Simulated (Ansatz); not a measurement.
Born–Oppenheimer molecular dynamics of H₆O₂W (9 atoms, charge 0, multiplicity 1). It goes on from the last frame of an earlier run, with new velocities.

Theory: RKS PBE-D4/def2-SVP (Ansatz).

- ensemble: NVT, Langevin thermostat
- time step: 0.5 fs
- steps asked: 150
- set temperature: 1000 K
- friction: 0.005 /fs
- seed: 960988

Frames 1 fs apart, positions in Å.

Velocities at 60.0 fs (Å/ps):

```
W -1.57 -0.07 -2.27
O -9.39 -4.76 -2.12
H 35.97 65.24 28.21
H -37.90 5.75 -16.94
H -3.85 -2.62 27.49
H 25.41 44.84 -12.75
O -1.70 -7.00 -2.22
H 46.29 22.93 -27.32
H 11.82 -2.24 -35.35
```

```xyz
9
Properties=species:S:1:pos:R:3 time_fs=60.0 energy_less_start_eV=0.096 T=926
W 0.180 -0.248 0.219
O -0.046 -0.123 2.041
H -0.893 0.236 2.308
H 1.207 1.191 0.243
H 1.186 -0.233 -1.210
H -1.557 0.279 0.183
O 0.608 -2.019 -0.270
H 1.408 -2.580 -0.151
H -0.343 0.378 -1.325
9
Properties=species:S:1:pos:R:3 time_fs=61.0 energy_less_start_eV=0.053 T=1009
W 0.178 -0.248 0.216
O -0.056 -0.128 2.040
H -0.862 0.303 2.339
H 1.167 1.191 0.227
H 1.186 -0.229 -1.183
H -1.525 0.318 0.166
O 0.605 -2.026 -0.272
H 1.453 -2.555 -0.181
H -0.329 0.373 -1.360
9
Properties=species:S:1:pos:R:3 time_fs=62.0 energy_less_start_eV=-0.007 T=1049
W 0.176 -0.248 0.214
O -0.064 -0.132 2.040
H -0.835 0.375 2.379
H 1.122 1.185 0.217
H 1.192 -0.217 -1.154
H -1.486 0.350 0.145
O 0.603 -2.034 -0.274
H 1.490 -2.522 -0.217
H -0.310 0.365 -1.389
9
Properties=species:S:1:pos:R:3 time_fs=63.0 energy_less_start_eV=-0.059 T=1145
W 0.174 -0.248 0.211
O -0.074 -0.135 2.042
H -0.803 0.445 2.424
H 1.076 1.173 0.211
H 1.201 -0.198 -1.126
H -1.443 0.374 0.121
O 0.602 -2.043 -0.274
H 1.513 -2.480 -0.257
H -0.284 0.358 -1.411
9
Properties=species:S:1:pos:R:3 time_fs=64.0 energy_less_start_eV=-0.107 T=1198
W 0.172 -0.248 0.208
O -0.084 -0.138 2.045
H -0.759 0.510 2.466
H 1.033 1.161 0.207
H 1.219 -0.167 -1.099
H -1.400 0.387 0.095
O 0.600 -2.053 -0.273
H 1.521 -2.430 -0.298
H -0.252 0.354 -1.423
9
Properties=species:S:1:pos:R:3 time_fs=65.0 energy_less_start_eV=-0.159 T=1293
W 0.171 -0.249 0.205
O -0.095 -0.140 2.051
H -0.703 0.563 2.502
H 0.996 1.155 0.208
H 1.248 -0.125 -1.070
H -1.358 0.394 0.069
O 0.598 -2.063 -0.273
H 1.522 -2.378 -0.344
H -0.214 0.352 -1.425
9
Properties=species:S:1:pos:R:3 time_fs=66.0 energy_less_start_eV=-0.243 T=1392
W 0.169 -0.250 0.201
O -0.107 -0.141 2.058
H -0.634 0.598 2.535
H 0.968 1.160 0.217
H 1.286 -0.072 -1.040
H -1.325 0.397 0.036
O 0.595 -2.072 -0.272
H 1.524 -2.321 -0.392
H -0.171 0.352 -1.418
9
Properties=species:S:1:pos:R:3 time_fs=67.0 energy_less_start_eV=-0.364 T=1415
W 0.167 -0.251 0.198
O -0.120 -0.141 2.067
H -0.553 0.616 2.563
H 0.947 1.176 0.228
H 1.329 -0.015 -1.007
H -1.308 0.396 -0.004
O 0.591 -2.080 -0.271
H 1.530 -2.271 -0.441
H -0.130 0.358 -1.401
9
Properties=species:S:1:pos:R:3 time_fs=68.0 energy_less_start_eV=-0.482 T=1483
W 0.166 -0.252 0.195
O -0.133 -0.141 2.076
H -0.463 0.624 2.586
H 0.936 1.205 0.242
H 1.376 0.042 -0.972
H -1.308 0.395 -0.052
O 0.587 -2.086 -0.269
H 1.535 -2.229 -0.494
H -0.092 0.367 -1.386
9
Properties=species:S:1:pos:R:3 time_fs=69.0 energy_less_start_eV=-0.553 T=1490
W 0.164 -0.254 0.192
O -0.145 -0.140 2.084
H -0.374 0.629 2.609
H 0.932 1.240 0.262
H 1.426 0.100 -0.931
H -1.319 0.394 -0.104
O 0.584 -2.093 -0.267
H 1.537 -2.192 -0.547
H -0.057 0.387 -1.373
9
Properties=species:S:1:pos:R:3 time_fs=70.0 energy_less_start_eV=-0.590 T=1542
W 0.163 -0.255 0.189
O -0.158 -0.139 2.091
H -0.291 0.637 2.633
H 0.929 1.274 0.286
H 1.478 0.153 -0.884
H -1.340 0.388 -0.162
O 0.580 -2.099 -0.265
H 1.531 -2.156 -0.604
H -0.027 0.415 -1.362
9
Properties=species:S:1:pos:R:3 time_fs=71.0 energy_less_start_eV=-0.615 T=1503
W 0.161 -0.257 0.185
O -0.170 -0.138 2.097
H -0.215 0.649 2.664
H 0.925 1.309 0.318
H 1.525 0.200 -0.829
H -1.367 0.376 -0.222
O 0.577 -2.104 -0.263
H 1.511 -2.127 -0.660
H 0.003 0.452 -1.350
```

Of the whole run (75 fs, mean temperature of the second half 1164 K): The mean temperature of the second half is 16 % above the set value. A run of 0.075 ps of so small a system gives no equilibrium averages.

Run time: 3.6 min on 2 threads of Arm Neoverse V2, on a shared host, peak memory 0.13 GiB.
